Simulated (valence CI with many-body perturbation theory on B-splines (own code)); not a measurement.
## Xe41+: electric-dipole lines

Method: configuration interaction combined with many-body perturbation theory (CI+MBPT): three valence electrons over a frozen Dirac-Fock core [Ne], a basis of 11 s, 11 p, 10 d, 8 f, 5 g, 2 h functions for each j, with the one-electron correlation potential Σ1, the two-electron term Σ2, the three-electron term Σ3, Breit, model QED; selected CI, second order for the rest, scaled by the run's own slope (own B-spline code, finite nucleus).

The last digits are not significant, and no measured levels were compared; by estimate large intervals hold to a few tenths of a per cent, small ones and those within an open d or f shell to about a per cent.

Lines 101 to 150 of 569 in falling wavelength, among levels below 110.46 Ry, chosen from the strongest by gf and those to the six lowest levels. Wavelengths and rates use the calculated energies. Electric multipoles are in the length gauge with retardation, E1 and E2 with the static RPA response of the core. Weak lines are less certain than strong ones. Lines between different terms over intervals too small for the method are left out, as are lines whose strength nearly cancels. The highest levels of a list are the least certain.

Levels are named by their leading jj configuration (3d3/2^4 stands for four electrons in 3d with j = 3/2), which in mixed levels can hold well under half, so a name can repeat and another be missing. Letters in brackets count levels of one name in rising energy.

```csv
λ vac (Å),Upper,Lower,A (s⁻¹),log gf,Branch %
78.08,(3d3/2^2 3d5/2) J=5/2 [a],(3p3/2 3d3/2^2) J=5/2,1.78e+10,-1.01,3.3
78.03,(3s 3p1/2 3d3/2) J=3/2 [b],(3s 3p1/2 3p3/2) J=5/2,7.75e+07,-3.55,0.0
77.89,(3s 3p1/2 3d5/2) J=3/2,(3s 3p1/2 3p3/2) J=3/2 [b],5.11e+09,-1.73,2.5
77.81,(3d3/2 3d5/2^2) J=7/2 [b],(3p3/2 3d3/2 3d5/2) J=5/2 [c],4.01e+10,-0.54,10.5
77.77,(3s 3d5/2^2) J=9/2,(3s 3p3/2 3d5/2) J=7/2 [a],5.52e+10,-0.30,25.8
77.65,(3d5/2^3) J=9/2,(3p3/2 3d3/2 3d5/2) J=9/2 [b],2.89e+10,-0.58,11.5
77.38,(3d3/2 3d5/2^2) J=5/2 [a],(3p3/2 3d3/2 3d5/2) J=3/2 [c],6.37e+10,-0.46,14.1
77.26,(3s 3p1/2 3d5/2) J=5/2 [a],(3s 3p1/2 3p3/2) J=5/2,9.14e+08,-2.31,1.1
77.18,(3s 3d5/2^2) J=7/2,(3s 3p3/2 3d3/2) J=5/2 [b],1.73e+10,-0.91,8.9
77.15,(3d3/2^2 3d5/2) J=5/2 [b],(3p3/2 3d3/2 3d5/2) J=3/2 [b],4.74e+10,-0.60,9.0
77.14,(3d3/2 3d5/2^2) J=7/2 [a],(3p3/2 3d3/2 3d5/2) J=5/2 [b],5.24e+10,-0.43,13.1
77.07,(3s^2 3d5/2) J=5/2,(3s^2 3p3/2) J=3/2,1.16e+10,-1.21,100.0
77.02,(3d3/2 3d5/2^2) J=7/2 [b],(3p3/2 3d5/2^2) J=7/2 [a],4.90e+10,-0.46,12.9
76.92,(3p3/2 3d3/2 3d5/2) J=7/2 [c],(3p3/2^2 3d3/2) J=5/2,1.24e+11,-0.06,27.5
76.71,(3d3/2 3d5/2^2) J=9/2,(3p3/2 3d3/2 3d5/2) J=7/2 [b],1.13e+10,-1.00,3.2
76.67,(3d3/2 3d5/2^2) J=3/2 [b],(3p3/2 3d3/2 3d5/2) J=1/2 [b],8.43e+10,-0.53,22.0
76.62,(3d3/2^2 3d5/2) J=9/2,(3p3/2 3d3/2 3d5/2) J=9/2 [a],2.80e+10,-0.61,6.2
76.52,(3p3/2 3d3/2 3d5/2) J=3/2 [d],(3p3/2^2 3d3/2) J=3/2 [b],3.94e+10,-0.86,6.4
76.38,(3p1/2 3d5/2^2) J=5/2,(3p1/2 3p3/2 3d5/2) J=7/2 [b],2.37e+10,-0.90,15.1
76.33,(3d3/2^2 3d5/2) J=7/2,(3p3/2 3d3/2^2) J=7/2,3.04e+10,-0.67,6.3
76.08,(3p3/2 3d3/2 3d5/2) J=5/2 [d],(3p3/2^2 3d3/2) J=3/2 [b],1.34e+11,-0.16,27.5
76.08,(3d3/2^2 3d5/2) J=5/2 [a],(3p3/2 3d3/2^2) J=3/2,4.85e+10,-0.60,9.1
76.02,(3d5/2^3) J=5/2,(3p3/2 3d5/2^2) J=5/2 [b],1.03e+11,-0.27,29.3
75.92,(3p1/2 3d3/2 3d5/2) J=5/2 [a],(3p1/2 3p3/2 3d3/2) J=3/2 [a],3.33e+10,-0.76,25.3
75.75,(3d3/2^2 3d5/2) J=9/2,(3p3/2 3d3/2^2) J=7/2,9.02e+10,-0.11,20.1
75.68,(3p3/2 3d3/2 3d5/2) J=5/2 [b],(3s 3d5/2^2) J=5/2,3.35e+10,-0.76,6.9
75.55,(3s 3d5/2^2) J=7/2,(3s 3p3/2 3d5/2) J=7/2 [a],2.06e+10,-0.85,10.6
75.45,(3p3/2 3d5/2^2) J=7/2 [a],(3p3/2^2 3d5/2) J=9/2,1.86e+10,-0.90,5.2
75.36,(3p3/2 3d3/2 3d5/2) J=1/2 [b],(3s 3d5/2^2) J=1/2,1.09e+11,-0.73,19.5
75.32,(3p1/2 3d3/2 3d5/2) J=5/2 [b],(3p1/2 3p3/2 3d3/2) J=3/2 [b],2.23e+10,-0.94,5.4
75.30,(3d3/2^2 3d5/2) J=7/2,(3p3/2 3d3/2^2) J=5/2,8.25e+10,-0.25,17.1
75.24,(3p1/2 3d3/2 3d5/2) J=7/2 [a],(3p1/2 3p3/2 3d3/2) J=5/2 [a],3.88e+10,-0.58,42.6
75.15,(3d5/2^3) J=5/2,(3p3/2 3d5/2^2) J=7/2 [b],5.89e+10,-0.52,16.7
74.92,(3p3/2 3d5/2^2) J=3/2 [a],(3s 3d5/2^2) J=1/2,2.91e+10,-1.01,9.1
74.88,(3p1/2 3d3/2 3d5/2) J=7/2 [b],(3p1/2 3p3/2 3d3/2) J=5/2 [b],7.68e+10,-0.29,25.8
74.79,(3p1/2 3p3/2 3d5/2) J=7/2 [b],(3p1/2 3p3/2^2) J=5/2,1.16e+11,-0.11,63.1
74.78,(3s 3p3/2 3d5/2) J=7/2 [a],(3s 3p3/2^2) J=5/2,1.65e+10,-0.96,9.6
74.73,(3p1/2 3p3/2 3d5/2) J=5/2 [b],(3p1/2 3p3/2^2) J=3/2,1.88e+11,-0.03,54.9
74.69,(3d5/2^3) J=3/2,(3p3/2 3d5/2^2) J=1/2,5.75e+10,-0.72,15.4
74.62,(3p3/2 3d3/2 3d5/2) J=5/2 [c],(3p3/2^2 3d3/2) J=7/2,2.56e+10,-0.89,4.7
74.48,(3p1/2 3p3/2 3d5/2) J=1/2,(3p1/2 3p3/2^2) J=1/2,1.21e+11,-0.70,52.0
74.46,(3s 3p1/2 3p3/2) J=3/2 [a],(3s^2 3p1/2) J=1/2,5.57e+08,-2.73,43.3
74.45,(3p3/2 3d5/2^2) J=5/2 [a],(3s 3d5/2^2) J=3/2,4.35e+10,-0.66,12.4
74.42,(3p1/2^2 3d5/2) J=5/2,(3p1/2^2 3p3/2) J=3/2,3.09e+10,-0.81,27.5
74.40,(3s 3p1/2 3d5/2) J=7/2,(3s 3p1/2 3p3/2) J=5/2,4.10e+10,-0.57,84.8
74.37,(3s 3d3/2 3d5/2) J=7/2 [a],(3s 3p3/2 3d3/2) J=5/2 [a],7.17e+10,-0.32,20.4
74.35,(3d3/2 3d5/2^2) J=3/2 [a],(3p3/2 3d3/2 3d5/2) J=3/2 [b],5.81e+10,-0.72,12.9
74.33,(3p3/2^2 3d5/2) J=5/2 [b],(3p3/2^3) J=3/2,2.36e+11,0.07,40.3
74.25,(3p1/2 3d3/2 3d5/2) J=3/2 [b],(3p1/2 3p3/2 3d3/2) J=1/2 [b],3.30e+10,-0.96,7.7
74.21,(3d3/2^2 3d5/2) J=5/2 [b],(3p3/2 3d3/2 3d5/2) J=5/2 [a],2.79e+10,-0.86,5.3
```
